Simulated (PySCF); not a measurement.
C₆H₁₄N (doublet state).
SMILES with atom numbers: `[CH3:1][CH:2][N:3]([CH2:4][CH3:5])[CH2:6][CH3:7]` (hydrogens: H8, H9, H10 on C1; H11 on C2; H12, H13 on C4; H14, H15, H16 on C5; H17, H18 on C6; H19, H20, H21 on C7)

Geometry (GFN2-xTB, Å), atoms numbered from 1 in this order:
```
atom  x, y, z in Å
C1    -0.2790    2.3774   -0.5694
C2    -0.9050    1.0695   -0.2351
N3    -0.3015    0.1925    0.6669
C4    -1.0186   -1.0252    0.9518
C5    -1.1888   -1.9680   -0.2453
C6     1.1263    0.2080    0.8394
C7     1.9334   -0.4128   -0.3097
H8    -0.1340    3.0224    0.3097
H9     0.6951    2.2544   -1.0450
H10   -0.9257    2.9096   -1.2636
H11   -1.9830    1.0327   -0.2036
H12   -2.0156   -0.7456    1.3126
H13   -0.5005   -1.5466    1.7614
H14   -1.8481   -2.7902    0.0225
H15   -1.6255   -1.4225   -1.0779
H16   -0.2347   -2.3775   -0.5641
H17    1.3587   -0.3227    1.7688
H18    1.4346    1.2488    0.9650
H19    1.8106   -1.4921   -0.3360
H20    2.9900   -0.1911   -0.1788
H21    1.6026   -0.0039   -1.2606
```

The hyperfine couplings belong to this conformer and change with its torsions.

The calculation used UKS B3LYP, pcH-1 on C H N, non-relativistic, mean-field spin-orbit, GIAO in PySCF. Geometry: GFN2-xTB, one conformer, isolated molecule. The geometry wasn't refined by DFT: couplings that depend on bond lengths, twists or pyramidal angles can differ widely from those at the functional's own minimum. The frame is twisted about the C2–N3 bond at this geometry (dihedral C1–C2–N3–C6 = -28°); couplings at other torsion angles weren't computed. No stability test was run, so a lower SCF solution isn't excluded.

Largest spin populations (Mulliken): C2 (+0.79), N3 (+0.17), H8 (+0.06) and C1 (-0.06). The angles at C2 add up to 351.3°, so it is slightly pyramidal.

Question: List the C–H protons on four-coordinate carbons next to a three-coordinate spin centre, with their couplings and θ (C–H bond against the normal to the plane of the centre's neighbours, projected along the bond that joins the two).

Answer: 
| β H | on | centre | θ (°) | cos²θ | a (G) |
| --- | --- | --- | --- | --- | --- |
| H8 | C1 | C2 | 15 | 0.94 | +40.14 |
| H9 | C1 | C2 | 44 | 0.52 | +16.80 |
| H10 | C1 | C2 | 75 | 0.06 | +2.61 |

Fitting the Heller–McConnell form a = ρ(B0 + B2 cos²θ), with Mulliken ρ = 0.79, gives B0 = -2.4 G and B2 = 54.5 G, with a largest miss of 3.6 G. By this fit the coupling would be 41.0 G at θ = 0° and -1.9 G at 90°.

Question: What would the freely rotating methyl group on C1 show?

Answer: Three equal couplings, a 1:3:3:1 quartet. The mean of the three values of this geometry estimates the splitting: 19.8 G, or 55.6 MHz (three bonds 120° apart have a mean cos²θ of 1/2 at any torsion).

Couplings in gauss use g_iso = 2.0029.
